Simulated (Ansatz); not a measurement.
`N[SiH2][GeH2][Cl]` + HBr → `[Cl][GeH2][SiH2]Br` + NH₃ at 500 K and 1 bar (ligand exchange at the Si–N bond).

Gas-phase electronic energies from Ansatz, PBE0-D4/def2-TZVP geometries. CCSD(T)/CBS adds triple-zeta CCSD(T) − MP2 to the extrapolated MP2 energy (def2 sets, frozen cores). This one scheme is used for every species. For Br, Ge outer-core shells are correlated without core-valence functions, which leaves a few kJ/mol of doubt a bond. Scalar relativity is left out up to krypton. Each species was taken in one conformer, which may not be the lowest.

| species | CCSD(T)/CBS energy (Eh) | H − E (kJ/mol) | S (J/(mol·K)) |
| --- | --- | --- | --- |
| `N[SiH2][GeH2][Cl]` | -2883.34819 | 209.4 | 443.9 |
| HBr | -2573.91920 | 30.5 | 213.7 |
| `[Cl][GeH2][SiH2]Br` | -5400.77665 | 139.6 | 443.9 |
| NH₃ | -56.50880 | 108.2 | 211.8 |

H − E and S are ideal-gas, rigid-rotor, harmonic terms from PBE0-D4/def2-TZVP, for one conformer and one mirror image of each species. 1 Eh = 2625.50 kJ/mol, R = 8.31446 J/(mol·K).

Task: By hand: ΔE, ΔH, ΔS and ΔG.

Result: ΔE = (-5400.77665) + (-56.50880) − (-2883.34819) − (-2573.91920) = -0.01806 Eh = -47.4 kJ/mol. Δ(H − E) = 139.6 + 108.2 − 209.4 − 30.5 = 7.9, so ΔH = -39.5 kJ/mol. ΔS = 443.9 + 211.8 − 443.9 − 213.7 = -1.9 J/(mol·K). ΔG = -39.5 − 500 × (-1.9)/1000 = -38.5 kJ/mol.

Task: By hand: the equilibrium constant, and the temperature at which ΔG would vanish if ΔH and ΔS stayed fixed.

Result: log₁₀ K = −ΔG/(RT ln 10) = 4.0. ΔG = 0 at ΔH/ΔS = 20789 K, far beyond where these terms or the molecules hold.

The number of gas molecules stays the same, so ΔS is small and ΔH decides. A doubt of 5 kJ/mol in ΔE shifts log₁₀ K by 0.5 here. Other conformers and mirror images would add mixing entropy, several J/(mol·K) or more a flexible species. Modes under 60 cm⁻¹, often nearly free rotors, make the harmonic entropy too high. These are equilibria of isolated gas molecules and say nothing of rates. Largest T1 diagnostic: 0.011 (customary marks: 0.02 for closed shells, 0.045 for open ones).
